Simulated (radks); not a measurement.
Q: All-electron atom: Cr4+ in [Ar] 3d2 (the NIST ground configuration). All-electron calculation, non-relativistic Kohn-Sham, PBE, spin-unpolarised, spherical densities, point nucleus. Program: a radial shooting solver on a logarithmic mesh with Libxc functionals. Some entries of the table are withheld. Estimate them.

orbital  occ.  eigenvalue (eV)  r(max) (bohr)
1s          2        -5895.527        0.04224
2s          2        -721.0936         0.2461
2p          6        -622.1089            (1)
3s          2        -131.3721         0.7745
3p          6        -103.2505            (2)
3d          2         -58.2822            (3)

A: 
(1) 2p r(max) (bohr): 0.1989
(2) 3p r(max) (bohr): 0.7855
(3) 3d r(max) (bohr): 0.7635
